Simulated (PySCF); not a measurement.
SMILES C[Si](C)(C)[Mg][I], GFN2-xTB optimised geometry.

```
15

Mg     0.79     0.11     0.00
I      3.44     0.11     0.00
Si    -1.67     0.09    -0.01
C     -2.31    -1.62    -0.58
C     -2.35     1.42    -1.20
C     -2.35     0.44     1.75
H     -3.40    -1.66    -0.59
H     -1.96    -1.86    -1.58
H     -1.96    -2.41     0.08
H     -2.00     1.25    -2.22
H     -2.03     2.41    -0.90
H     -3.44     1.42    -1.22
H     -2.02     1.41     2.11
H     -2.00    -0.31     2.46
H     -3.44     0.43     1.77
```

Density from CAM-B3LYP/def2-TZVP, def2 effective core potentials past Kr run with PySCF at that geometry. The core electrons that the potentials of I replace are not part of the density.

Minimum of the electron density along straight lines between bonded atoms, close to the bond critical point (lines longer than 1.1 times the sum of covalent radii, or with two minima, are not listed):

| bond | length / Å | ρ at the minimum / e bohr⁻³ | ∇²ρ there / e bohr⁻⁵ | position (fraction from the first atom) |
|---|---|---|---|---|
| Mg1–I2 | 2.647 | 0.035 | 0.10 | 0.36 |
| Mg1–Si3 | 2.461 | 0.050 | 0.10 | 0.37 |
| Si3–C4 | 1.913 | 0.114 | 0.14 | 0.39 |
| Si3–C5 | 1.913 | 0.115 | 0.14 | 0.39 |
| Si3–C6 | 1.913 | 0.115 | 0.14 | 0.39 |
| C4–H7 | 1.088 | 0.274 | -0.92 | 0.64 |
| C4–H8 | 1.089 | 0.274 | -0.92 | 0.64 |
| C4–H9 | 1.089 | 0.274 | -0.92 | 0.64 |
| C5–H10 | 1.089 | 0.274 | -0.92 | 0.64 |
| C5–H11 | 1.089 | 0.274 | -0.92 | 0.64 |
| C5–H12 | 1.088 | 0.274 | -0.92 | 0.64 |
| C6–H13 | 1.089 | 0.274 | -0.92 | 0.64 |
| C6–H14 | 1.089 | 0.274 | -0.92 | 0.64 |
| C6–H15 | 1.088 | 0.274 | -0.92 | 0.64 |
